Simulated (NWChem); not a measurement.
System: C2H4FNOSi; SMILES C[Si@@H](F)N=C=O

Here is an NWChem input.

```
start job
memory heap 200 mb stack 900 mb global 1100 mb
geometry units angstroms
  C     -2.255793    -0.035943     0.158036
  Si    -0.582463    -0.730553    -0.372409
  F     -0.420441    -0.552728    -1.959647
  N      0.696134     0.232332     0.249655
  C      1.379196     0.761484     1.063762
  O      2.083040     1.303896     1.800689
  H     -2.358929     1.003422    -0.146012
  H     -3.072108    -0.591682    -0.294782
  H     -2.386466    -0.078529     1.235300
  H     -0.320789    -2.130058    -0.092080
end
basis spherical
  * library 6-31g*
end
dft
  xc b3lyp
  iterations 150
end
driver
  maxiter 120
end
task dft optimize
task dft freq
```

Output (shortened):

```
             Northwest Computational Chemistry Package (NWChem) 7.3.0
             --------------------------------------------------------

 C1  symmetry detected

                             Geometry "geometry" -> ""
                             -------------------------

 Output coordinates in angstroms (scale by  1.889725989 to convert to a.u.)

  No.       Tag          Charge          X              Y              Z
 ---- ---------------- ---------- -------------- -------------- --------------
    1 C                    6.0000    -1.57845189     1.49041325     0.28583505
    2 Si                  14.0000     0.06868581     0.87764642    -0.40361577
    3 F                    9.0000     1.26717076     1.61646984     0.36772793
    4 N                    7.0000     0.31698279    -0.77250891     0.00167108
    5 C                    6.0000     0.10628187    -1.94026116     0.03780353
    6 O                    8.0000    -0.03822819    -3.08309164     0.11346000
    7 H                    1.0000    -1.63150077     1.33457916     1.36113192
    8 H                    1.0000    -1.70885502     2.55327719     0.10259905
    9 H                    1.0000    -2.42083261     0.97320078    -0.16391234
   10 H                    1.0000     0.31501636     1.07504745    -1.81995823

 Effective nuclear repulsion energy (a.u.)     277.8931227646

                                Z-matrix (autoz)
                                --------

 Units are Angstrom for bonds and degrees for angles

[...]

      ----------------------
      Optimization converged
      ----------------------

  Step       Energy      Delta E   Gmax     Grms     Xrms     Xmax
  ---- ---------------- -------- -------- -------- -------- --------
@   13    -598.04317580 -2.7D-07  0.00009  0.00002  0.00041  0.00114
                                     ok       ok       ok       ok

                                Z-matrix (autoz)
                                --------

 Units are Angstrom for bonds and degrees for angles

[...]

 Rotational Constants
 --------------------
 A=   0.195494 cm-1  (  0.281266 K)
 B=   0.049870 cm-1  (  0.071750 K)
 C=   0.042757 cm-1  (  0.061516 K)

 Temperature                      =   298.15K
 frequency scaling parameter      =   1.0000

 Zero-Point correction to Energy  =   39.633 kcal/mol  (  0.063160 au)
 Thermal correction to Energy     =   44.337 kcal/mol  (  0.070655 au)
 Thermal correction to Enthalpy   =   44.929 kcal/mol  (  0.071599 au)

 Total Entropy                    =   87.696 cal/mol-K
   - Translational                =   39.846 cal/mol-K (mol. weight = 105.0046)
   - Rotational                   =   27.738 cal/mol-K (symmetry #  =        1)
   - Vibrational                  =   20.112 cal/mol-K

 Cv (constant volume heat capacity) =   24.097 cal/mol-K
   - Translational                  =    2.979 cal/mol-K
   - Rotational                     =    2.979 cal/mol-K
   - Vibrational                    =   18.138 cal/mol-K

[normal modes left out]

 ----------------------------------------------------------------------------
 Normal Eigenvalue ||           Projected Infra Red Intensities
  Mode   [cm**-1]  || [atomic units] [(debye/angs)**2] [(KM/mol)] [arbitrary]
 ------ ---------- || -------------- ----------------- ---------- -----------
    1       -0.000 ||    0.000632           0.015         0.616       0.072
    2       -0.000 ||    0.000429           0.010         0.419       0.049
    3       -0.000 ||    0.000212           0.005         0.206       0.024
    4       -0.000 ||    0.000429           0.010         0.418       0.049
    5       -0.000 ||    0.000544           0.013         0.530       0.062
    6       -0.000 ||    0.000351           0.008         0.342       0.040
    7       41.373 ||    0.000347           0.008         0.338       0.040
    8       52.314 ||    0.000269           0.006         0.262       0.031
    9      144.184 ||    0.000020           0.000         0.019       0.002
   10      214.787 ||    0.001060           0.024         1.033       0.121
   11      272.882 ||    0.014953           0.345        14.577       1.709
   12      321.771 ||    0.019300           0.445        18.815       2.206
   13      575.668 ||    0.081040           1.870        79.002       9.265
   14      605.114 ||    0.029285           0.676        28.548       3.348
   15      615.984 ||    0.031435           0.725        30.644       3.594
   16      694.929 ||    0.024833           0.573        24.209       2.839
   17      774.250 ||    0.045416           1.048        44.273       5.192
   18      787.680 ||    0.094793           2.187        92.409      10.837
   19      863.496 ||    0.014939           0.345        14.563       1.708
   20      919.445 ||    0.293158           6.763       285.784      33.514
   21      968.890 ||    0.250114           5.770       243.823      28.593
   22     1343.764 ||    0.038756           0.894        37.781       4.431
   23     1488.868 ||    0.002562           0.059         2.497       0.293
   24     1491.066 ||    0.004913           0.113         4.790       0.562
   25     1516.206 ||    0.050402           1.163        49.134       5.762
   26     2300.552 ||    0.190426           4.393       185.637      21.770
   27     2428.791 ||    1.419714          32.754      1384.007     162.303
   28     3053.039 ||    0.000456           0.011         0.445       0.052
   29     3128.447 ||    0.007514           0.173         7.325       0.859
   30     3133.555 ||    0.005890           0.136         5.742       0.673
 ----------------------------------------------------------------------------
```

Level: B3LYP/6-31G* (spherical d).
